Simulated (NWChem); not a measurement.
System: C₂H₄F₂OSi; SMILES F/C=C\O[SiH2]F

```xyz
10

F      0.5084    -2.8283    -0.1416
C     -0.6220    -2.1726     0.1557
C     -0.7480    -0.8376     0.0392
O      0.2577    -0.0404    -0.4320
Si     0.5749     1.5256     0.0743
F     -0.7335     2.4596    -0.2256
H     -1.4491    -2.8157     0.4951
H     -1.7128    -0.3647     0.2923
H      1.7213     1.9816    -0.7602
H      0.8078     1.5713     1.5522
```
Atoms are numbered in this order, from 1.

Level: PBE-D3(BJ)/def2-SVP (NWChem), optimised geometry, unscaled harmonic frequencies. 

**Question.** List the harmonic frequencies with IR intensities, and the thermochemistry.

**Answer.** 
```json
[
 {"frequency (cm⁻¹)": "19", "IR intensity (km/mol)": "1.3"},
 {"frequency (cm⁻¹)": "52", "IR intensity (km/mol)": "5.4"},
 {"frequency (cm⁻¹)": "144", "IR intensity (km/mol)": "5.0"},
 {"frequency (cm⁻¹)": "173", "IR intensity (km/mol)": "0.8"},
 {"frequency (cm⁻¹)": "342", "IR intensity (km/mol)": "21.2"},
 {"frequency (cm⁻¹)": "501", "IR intensity (km/mol)": "1.0"},
 {"frequency (cm⁻¹)": "656", "IR intensity (km/mol)": "12.2"},
 {"frequency (cm⁻¹)": "678", "IR intensity (km/mol)": "101.8"},
 {"frequency (cm⁻¹)": "712", "IR intensity (km/mol)": "3.6"},
 {"frequency (cm⁻¹)": "741", "IR intensity (km/mol)": "26.3"},
 {"frequency (cm⁻¹)": "822", "IR intensity (km/mol)": "2.1"},
 {"frequency (cm⁻¹)": "832", "IR intensity (km/mol)": "18.9"},
 {"frequency (cm⁻¹)": "852", "IR intensity (km/mol)": "11.4"},
 {"frequency (cm⁻¹)": "915", "IR intensity (km/mol)": "238.8"},
 {"frequency (cm⁻¹)": "947", "IR intensity (km/mol)": "291.6"},
 {"frequency (cm⁻¹)": "1061", "IR intensity (km/mol)": "64.1"},
 {"frequency (cm⁻¹)": "1159", "IR intensity (km/mol)": "283.4"},
 {"frequency (cm⁻¹)": "1262", "IR intensity (km/mol)": "79.5"},
 {"frequency (cm⁻¹)": "1358", "IR intensity (km/mol)": "92.7"},
 {"frequency (cm⁻¹)": "1724", "IR intensity (km/mol)": "64.6"},
 {"frequency (cm⁻¹)": "2203", "IR intensity (km/mol)": "99.3"},
 {"frequency (cm⁻¹)": "2250", "IR intensity (km/mol)": "106.5"},
 {"frequency (cm⁻¹)": "3096", "IR intensity (km/mol)": "13.4"},
 {"frequency (cm⁻¹)": "3143", "IR intensity (km/mol)": "8.9"}
]
```

The zero-point energy is 36.6 kcal/mol, the thermal correction to the enthalpy at 298.15 K (with zero-point energy) comes out as 41.8 kcal/mol and the heat capacity Cv is 23.5 cal/(mol K). The entropy at 298.15 K and 1 atm (symmetry number 1) comes out as 88.3 cal/(mol K). The dipole moment is 1.16 D.

Rigid rotor and harmonic oscillator; modes under 100 cm⁻¹ make the entropy uncertain.
